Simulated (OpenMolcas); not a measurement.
Mn3+ (d4) among equal point charges was computed by CASSCF with the d shell active (OpenMolcas, ANO-RCC-VTZP on the metal). Its lowest spin-free states, and all those of the highest spin:

```
2S+1  Degeneracy  E (cm-1)
   5           2       0.0
   5           2      7766
   5           1      9653
   3           1     24582
   3           1     24594
   3           2     24763
   3           2     24851
   3           1     24907
   3           2     25758
   3           1     28576
   3           2     28631
   3           1     29645
```

**Question.** Is the site octahedral, tetrahedral or cube-like, axial, or of lower symmetry?

**Answer.** The states with 2S+1 = 5 have orbital degeneracies 2, 2, 1. There are pairs but no triples, so the site is axial: not cubic, but with a proper or improper axis of order three or more. The run had Mn3+ among 3 point charges of -2 e arranged as a planar triangle (D3h), 1.92 Å from the ion.

An orbital doublet at a regular site is open to a Jahn-Teller distortion, which this geometry leaves out. Without dynamic correlation the repulsion within the d shell is too large (B by tens of per cent), so at a given field states of lower spin stand too high. This is an electrostatic model: the charges have no orbitals. No measured value stands beside these numbers.
